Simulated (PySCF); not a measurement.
O²⁺ (oxygen, charge +2) across methods

[He] 2s2 2p1 3d1, one real determinant (an excited configuration). All numbers are calculated (PySCF 2.14, the spin-free X2C one-electron Hamiltonian (Gaussian nucleus), in aug-cc-pVQZ-DK (6s5p4d3f2g, 80 functions)).

```json
{"method": "r2SCAN", "E (hartree)": "-71.8141", "mean ε 2s β (eV)": "-67.647", "mean ε 2p α (eV)": "-57.456", "mean ε 3d α (eV)": "-12.103", "Σ⟨r²⟩ (bohr²)": "12.40", "⟨S²⟩": "2.002"}
{"method": "revPBE", "E (hartree)": "-71.8620", "mean ε 2s β (eV)": "-67.146", "mean ε 2p α (eV)": "-56.190", "mean ε 3d α (eV)": "-12.297", "Σ⟨r²⟩ (bohr²)": "12.34", "⟨S²⟩": "2.001"}
{"method": "PBE", "E (hartree)": "-71.7905", "mean ε 2s β (eV)": "-67.103", "mean ε 2p α (eV)": "-56.190", "mean ε 3d α (eV)": "-12.213", "Σ⟨r²⟩ (bohr²)": "12.32", "⟨S²⟩": "2.001"}
{"method": "MN15", "E (hartree)": "-71.8139", "mean ε 2s β (eV)": "-70.211", "mean ε 2p α (eV)": "-59.442", "mean ε 3d α (eV)": "-12.795", "Σ⟨r²⟩ (bohr²)": "11.92", "⟨S²⟩": "2.000"}
{"method": "BLYP", "E (hartree)": "-71.8732", "mean ε 2s β (eV)": "-67.057", "mean ε 2p α (eV)": "-56.330", "mean ε 3d α (eV)": "-12.142", "Σ⟨r²⟩ (bohr²)": "12.31", "⟨S²⟩": "2.001"}
{"method": "LDA", "E (hartree)": "-71.2818", "mean ε 2s β (eV)": "-66.825", "mean ε 2p α (eV)": "-55.857", "mean ε 3d α (eV)": "-11.905", "Σ⟨r²⟩ (bohr²)": "12.28", "⟨S²⟩": "2.000"}
{"method": "UHF", "E (hartree)": "-71.66220", "mean ε 2s β (eV)": "-75.154", "mean ε 2p α (eV)": "-67.775", "mean ε 3d α (eV)": "-13.909", "Σ⟨r²⟩ (bohr²)": "12.71", "⟨S²⟩": "2.003"}
{"method": "PW91", "E (hartree)": "-71.8331", "mean ε 2s β (eV)": "-67.165", "mean ε 2p α (eV)": "-56.347", "mean ε 3d α (eV)": "-12.229", "Σ⟨r²⟩ (bohr²)": "12.29", "⟨S²⟩": "2.001"}
{"method": "PBE0", "E (hartree)": "-71.7920", "mean ε 2s β (eV)": "-69.467", "mean ε 2p α (eV)": "-59.213", "mean ε 3d α (eV)": "-12.743", "Σ⟨r²⟩ (bohr²)": "12.40", "⟨S²⟩": "2.001"}
```

⟨L²⟩ = 8.01 against 12 for a pure F term, so this real determinant mixes terms. The outer electron is Rydberg-like, and this basis confines it to a smaller radius and binds it less than a complete one would.
